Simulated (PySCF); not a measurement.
CsI, charge +1, doublet, geometry from GFN2-xTB (such geometries of metal compounds can be far from the true shape) (a state made from the parent by changing its charge; the spin is typed, not shown lowest) (core potentials on Cs, I); CASSCF(5,5)/def2-SVP (PySCF).

The PySCF input:
```python
from pyscf import gto, scf, mcscf
import numpy

mol = gto.M(
    atom='''
Cs   -0.00000000   -0.00000000   -1.82880050
I     0.00000000    0.00000000    1.89781184
''',
    basis='def2-svp',
    ecp={'Cs': 'def2-svp', 'I': 'def2-svp'},
    charge=1,
    spin=1,
    verbose=4,
)

mf = scf.ROHF(mol)
mf.kernel()
mc = mcscf.CASSCF(mf, 5, 5)
mc.fix_spin_(ss=0.75)
mc.kernel()
occ = numpy.linalg.eigvalsh(mc.fcisolver.make_rdm1(mc.ci, mc.ncas, mc.nelecas))[::-1]
ss = mc.fcisolver.spin_square(mc.ci, mc.ncas, mc.nelecas)[0]
print('natural occupations', occ.round(4), ' <S^2>', round(ss, 4))
```

What the program printed (banner, timings and long lists left out):

```
PySCF version 2.14.0

[INPUT] verbose = 4
[INPUT] num. atoms = 2
[INPUT] num. electrons = 33
[INPUT] charge = 1
[INPUT] spin (= nelec alpha-beta = 2S) = 1
[INPUT] symmetry False subgroup None
[INPUT] Mole.unit = angstrom
[INPUT] Symbol           X                Y                Z      unit          X                Y                Z       unit  Magmom
[INPUT]  1 Cs     0.000000000000   0.000000000000  -1.828800500000 AA    0.000000000000   0.000000000000  -3.455932081468 Bohr   0.0
[INPUT]  2 I      0.000000000000   0.000000000000   1.897811840000 AA    0.000000000000   0.000000000000   3.586344613557 Bohr   0.0

nuclear repulsion = 31.9498948626892
number of shells = 20
number of NR pGTOs = 96
number of NR cGTOs = 50
basis = def2-svp
ecp = {'Cs': 'def2-svp', 'I': 'def2-svp'}

******** <class 'pyscf.scf.rohf.ROHF'> ********
method = ROHF
initial guess = minao
damping factor = 0
level_shift factor = 0
DIIS = <class 'pyscf.scf.diis.CDIIS'>
diis_start_cycle = 1
diis_space = 8
diis_damp = 0
SCF conv_tol = 1e-09
SCF conv_tol_grad = None
SCF max_cycles = 50
direct_scf = True
direct_scf_tol = 1e-13
num. doubly occ = 16  num. singly occ = 1
Set gradient conv threshold to 3.16228e-05
init E= -280.915718825944
  HOMO = -1.11882673887563  LUMO = -0.435192795770876  gap/eV = 18.60263
cycle= 1 E= -314.906237943179  delta_E=  -34  |g|= 2.18  |ddm|= 5.39
  HOMO = -0.157290865288347  LUMO = -0.151361086328761  gap/eV = 0.16136
cycle= 2 E= -312.206451916586  delta_E=  2.7  |g|=  2.2  |ddm|= 4.99
  HOMO = -0.681152703611632  LUMO = -0.178205645877435  gap/eV = 13.68589
cycle= 3 E= -315.787470467246  delta_E= -3.58  |g|= 0.674  |ddm|= 4.08
  HOMO = -0.437802602448691  LUMO = -0.173111215201124  gap/eV = 7.20262
cycle= 4 E= -316.357335546821  delta_E= -0.57  |g|= 0.206  |ddm|= 1.51
  HOMO = -0.377871360260229  LUMO = -0.125060206600436  gap/eV = 6.87934
cycle= 5 E= -316.373164372266  delta_E= -0.0158  |g|= 0.0687  |ddm|= 0.282
  HOMO = -0.391082947210291  LUMO = -0.119015424298118  gap/eV = 7.40333
cycle= 6 E= -316.375212983434  delta_E= -0.00205  |g|= 0.0193  |ddm|= 0.0888
  HOMO = -0.391205434234685  LUMO = -0.116823263632473  gap/eV = 7.46632
cycle= 7 E= -316.37541676684  delta_E= -0.000204  |g|= 0.0035  |ddm|= 0.0305
  HOMO = -0.389971803914541  LUMO = -0.116474946686045  gap/eV = 7.44223
cycle= 8 E= -316.375424564458  delta_E= -7.8e-06  |g|= 0.000512  |ddm|= 0.00782
  HOMO = -0.389826547649335  LUMO = -0.11655444488037  gap/eV = 7.43611
cycle= 9 E= -316.375424740059  delta_E= -1.76e-07  |g|= 9.47e-05  |ddm|= 0.0012
  HOMO = -0.389870125487517  LUMO = -0.1165646793758  gap/eV = 7.43702
cycle= 10 E= -316.375424748726  delta_E= -8.67e-09  |g|= 1.66e-05  |ddm|= 0.000271
  HOMO = -0.389867605259003  LUMO = -0.116564231772935  gap/eV = 7.43696
cycle= 11 E= -316.375424749013  delta_E= -2.87e-10  |g|= 3.12e-06  |ddm|= 5.21e-05
  HOMO = -0.389867606135157  LUMO = -0.116564119515877  gap/eV = 7.43697
Extra cycle  E= -316.375424749027  delta_E= -1.43e-11  |g|= 1.11e-06  |ddm|= 1.01e-05
converged SCF energy = -316.375424749027

******** <class 'pyscf.mcscf.mc1step.CASSCF'> ********
CAS (3e+2e, 5o), ncore = 14, nvir = 31
max_cycle_macro = 50
max_cycle_micro = 4
conv_tol = 1e-07
conv_tol_grad = None
orbital rotation max_stepsize = 0.02
orbital rotation threshold for CI restart = 0.01
augmented hessian ah_max_cycle = 30
augmented hessian ah_conv_tol = 1e-12
augmented hessian ah_linear dependence = 1e-14
augmented hessian ah_level shift = 1e-08
augmented hessian ah_start_tol = 2.5
augmented hessian ah_start_cycle = 3
augmented hessian ah_grad_trust_region = 3
kf_trust_region = 3
kf_interval = 4
ci_response_space = 4
ci_grad_trust_region = 3
with_dep4 0
natorb = False
canonicalization = True
sorting_mo_energy = False
ao2mo_level = 2
internal_rotation = False
******** <class 'pyscf.fci.addons.SpinPenaltyFCISolver'> ********
max. cycles = 50
conv_tol = 1e-08
davidson only = True
linear dependence = 1e-12
level shift = 0.001
max iter space = 12
nroots = 1
pspace_size = 400
spin = None
CASCI E = -316.375439027674  S^2 = 0.7500000
Set conv_tol_grad to 0.000316228
macro iter   1 (  6 JK    1 micro), CASSCF E = -316.375452878938  dE = -1.38512635e-05  S^2 = 0.7500000
               |grad[o]|=8.85e-05  |grad[c]|=0.00148  |ddm|=0.000163  |maxRot[o]|=0.0603
macro iter   2 ( 12 JK    3 micro), CASSCF E = -316.375530902434  dE = -7.80234963e-05  S^2 = 0.7500000
               |grad[o]|=0.000162  |grad[c]|=0.00164  |ddm|=0.00615  |maxRot[o]|=0.092
macro iter   3 ( 21 JK    4 micro), CASSCF E = -316.376855290629  dE = -1.32438819e-03  S^2 = 0.7500000
               |grad[o]|=0.000605  |grad[c]|=0.00904  |ddm|=0.0248  |maxRot[o]|=0.298
macro iter   4 ( 21 JK    4 micro), CASSCF E = -316.380333769706  dE = -3.47847908e-03  S^2 = 0.7500000
               |grad[o]|=0.00408  |grad[c]|=0.0103  |ddm|=0.0148  |maxRot[o]|=0.306
macro iter   5 ( 21 JK    4 micro), CASSCF E = -316.382917029365  dE = -2.58325966e-03  S^2 = 0.7500000
               |grad[o]|=0.00465  |grad[c]|=0.00809  |ddm|=0.00651  |maxRot[o]|=0.312
macro iter   6 ( 21 JK    4 micro), CASSCF E = -316.386087023817  dE = -3.16999445e-03  S^2 = 0.7500000
               |grad[o]|=0.00476  |grad[c]|=0.00707  |ddm|=0.00486  |maxRot[o]|=0.312
macro iter   7 ( 21 JK    4 micro), CASSCF E = -316.388396201942  dE = -2.30917812e-03  S^2 = 0.7500000
               |grad[o]|=0.00473  |grad[c]|=0.00427  |ddm|=0.00327  |maxRot[o]|=0.312
macro iter   8 ( 17 JK    4 micro), CASSCF E = -316.388622110172  dE = -2.25908230e-04  S^2 = 0.7500000
               |grad[o]|=0.00229  |grad[c]|=0.023  |ddm|=0.001  |maxRot[o]|=0.124
macro iter   9 (  7 JK    2 micro), CASSCF E = -316.388745530489  dE = -1.23420317e-04  S^2 = 0.7500000
               |grad[o]|=0.00198  |grad[c]|=0.00544  |ddm|=0.000252  |maxRot[o]|=0.0699
macro iter  10 (  7 JK    2 micro), CASSCF E = -316.388837157152  dE = -9.16266630e-05  S^2 = 0.7500000
               |grad[o]|=0.0014  |grad[c]|=0.00641  |ddm|=0.000388  |maxRot[o]|=0.0699
macro iter  11 ( 15 JK    4 micro), CASSCF E = -316.388808753459  dE =  2.84036935e-05  S^2 = 0.7500000
               |grad[o]|=0.000947  |grad[c]|=0.0232  |ddm|=0.000731  |maxRot[o]|=0.119
macro iter  12 ( 21 JK    4 micro), CASSCF E = -316.388938263018  dE = -1.29509559e-04  S^2 = 0.7500000
               |grad[o]|=0.00146  |grad[c]|=0.00285  |ddm|=0.000385  |maxRot[o]|=0.0959
macro iter  13 ( 21 JK    4 micro), CASSCF E = -316.389205662768  dE = -2.67399750e-04  S^2 = 0.7500000
               |grad[o]|=0.0021  |grad[c]|=0.00795  |ddm|=0.00222  |maxRot[o]|=0.0875
macro iter  14 ( 21 JK    4 micro), CASSCF E = -316.389787080733  dE = -5.81417965e-04  S^2 = 0.7500000
               |grad[o]|=0.00301  |grad[c]|=0.00475  |ddm|=0.00117  |maxRot[o]|=0.118
macro iter  15 ( 21 JK    4 micro), CASSCF E = -316.390746914063  dE = -9.59833331e-04  S^2 = 0.7500000
               |grad[o]|=0.0041  |grad[c]|=0.00541  |ddm|=0.00187  |maxRot[o]|=0.137
macro iter  16 ( 21 JK    4 micro), CASSCF E = -316.392064670725  dE = -1.31775666e-03  S^2 = 0.7500000
               |grad[o]|=0.00518  |grad[c]|=0.0076  |ddm|=0.00272  |maxRot[o]|=0.148
macro iter  17 ( 21 JK    4 micro), CASSCF E = -316.393406964020  dE = -1.34229330e-03  S^2 = 0.7500000
               |grad[o]|=0.00662  |grad[c]|=0.0326  |ddm|=0.0039  |maxRot[o]|=0.153
macro iter  18 ( 21 JK    4 micro), CASSCF E = -316.395615879628  dE = -2.20891561e-03  S^2 = 0.7500000
               |grad[o]|=0.00893  |grad[c]|=0.0337  |ddm|=0.00171  |maxRot[o]|=0.308
macro iter  19 ( 21 JK    4 micro), CASSCF E = -316.396923391817  dE = -1.30751219e-03  S^2 = 0.7500000
               |grad[o]|=0.0112  |grad[c]|=0.0281  |ddm|=0.00409  |maxRot[o]|=0.311
macro iter  20 ( 21 JK    4 micro), CASSCF E = -316.397195505514  dE = -2.72113697e-04  S^2 = 0.7500000
               |grad[o]|=0.0121  |grad[c]|=0.00737  |ddm|=0.00102  |maxRot[o]|=0.0584
macro iter  21 ( 21 JK    4 micro), CASSCF E = -316.397382513256  dE = -1.87007742e-04  S^2 = 0.7500000
               |grad[o]|=0.0046  |grad[c]|=0.00463  |ddm|=0.00131  |maxRot[o]|=0.0302
macro iter  22 ( 17 JK    4 micro), CASSCF E = -316.397476658625  dE = -9.41453691e-05  S^2 = 0.7500000
               |grad[o]|=0.00273  |grad[c]|=0.00544  |ddm|=0.000881  |maxRot[o]|=0.0699
macro iter  23 ( 17 JK    4 micro), CASSCF E = -316.397502118845  dE = -2.54602198e-05  S^2 = 0.7500000
               |grad[o]|=0.00126  |grad[c]|=0.00427  |ddm|=0.000551  |maxRot[o]|=0.0699
macro iter  24 ( 16 JK    4 micro), CASSCF E = -316.397506294696  dE = -4.17585164e-06  S^2 = 0.7500000
               |grad[o]|=0.000425  |grad[c]|=0.00218  |ddm|=0.000173  |maxRot[o]|= 0.05
macro iter  25 (  4 JK    1 micro), CASSCF E = -316.397507041777  dE = -7.47080719e-07  S^2 = 0.7500000
               |grad[o]|=0.000205  |grad[c]|=0.000758  |ddm|=6.5e-05  |maxRot[o]|=0.0353
macro iter  26 (  3 JK    1 micro), CASSCF E = -316.397507116541  dE = -7.47643867e-08  S^2 = 0.7500000
               |grad[o]|=3.06e-05  |grad[c]|=0.000159  |ddm|=1.96e-05  |maxRot[o]|=0.006
1-step CASSCF converged in  26 macro (436 JK  90 micro) steps
CASSCF canonicalization
Density matrix diagonal elements [1.9851647  1.99096063 1.00089802 0.01178004 0.01119661]
CASSCF energy = -316.397507116541
CASCI E = -316.397507116541  E(CI) = -7.42725287232463  S^2 = 0.7500000
natural occupations [1.9912 1.9849 1.0009 0.0118 0.0112]  <S^2> 0.75
```
